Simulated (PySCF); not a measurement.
```xyz
3
charge 0 multiplicity 5, angstrom
Rh    0.2022    0.0000   -0.1038
O    -1.4081    0.0000    0.6319
H     1.7086    0.0000    0.5486
```

Method: UPBE0/[Rh def2-TZVP with ECP28, O def2-TZVP, H def2-TZVP], scalar-relativistic core potentials, density fitting, no spin–orbit coupling, PySCF.

This geometry of HRhO is a stationary point at this level.

(1) What is the point group?

(2) Is it a minimum?

(3) List the harmonic modes with their infrared intensities.

(4) Give the ideal-gas entropy at 298.15 K and 1 bar by parts.

(5) What is the atomisation energy, with and without zero-point energy?

Answers

(1) Cs.

(2) Yes: all harmonic wavenumbers are real.

(3) 
```tsv
symmetry	ω (cm⁻¹)	IR (km/mol)
a'	358	34.4
a'	763	15.6
a'	1837	99.9
```

(4) translation 168.6, rotation 81.8, vibration 5.7, spin 13.4; total 269.5 J/(mol K).

(5) 534 kJ/mol without, 517 kJ/mol with.

Only a few start shapes were tried, so a lower isomer may exist. Other spin states or occupations of the open shell can lie lower. At this level a broken-symmetry Ms = 0 minimum of Cs symmetry lies 68 kJ/mol below this structure.
